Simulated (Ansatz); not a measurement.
The cluster Ge3Te7, relaxed as a singlet with RKS PBE-D4/def2-SVP in Ansatz, starting from the GFN1-xTB geometry. Force threshold 0.03 eV/Å.

In the def2 sets Te takes a core potential; there is no spin–orbit coupling. Another isomer (singlet) lies 0.56 eV lower at PBE0-D4/def2-SVP; other spin states weren't run for this one.

Start:

```
atom   x (Å)   y (Å)   z (Å)
 Ge1  -1.714   1.424   0.905
 Ge2   0.999  -2.262  -0.483
 Ge3   0.208   1.732  -2.735
 Te4  -0.467   1.264   3.168
 Te5  -1.236  -0.430  -2.628
 Te6   1.495  -0.551  -2.432
 Te7  -0.110   2.872  -0.506
 Te8  -1.216  -1.063   0.144
 Te9  -0.186  -1.394   2.886
Te10   2.227  -1.592   1.682
```

**Question.** Estimate the energy that the relaxation releases and the steps that it takes.

**Answer.** 1.57 eV, in 18 steps; 4.4 min on 4 threads of Intel Xeon on a shared host. No frequencies were taken in this run, so the end may be a saddle point.

**Question.** Does the start keep its bonding and symmetry?

**Answer.** By distances, no bond broke or formed. The bond that changes most is Te5–Te8, from 2.84 to 3.10 Å (atoms count from 1).

**Question.** Predict the relaxed structure.

**Answer.** 
```xyz
10

Ge   -1.663    1.282    0.482
Ge    1.281   -2.325   -0.505
Ge    0.499    1.793   -2.538
Te   -1.362    1.251    3.238
Te   -1.665    0.069   -2.480
Te    0.970   -0.963   -2.925
Te    0.727    2.260    0.064
Te   -1.239   -1.459    0.178
Te    0.064   -1.111    2.975
Te    2.386   -0.795    1.511
```
Bond lengths: 9 × Ge–Te 2.62 to 2.82 Å; 5 × Te–Te 2.76 to 3.10 Å.
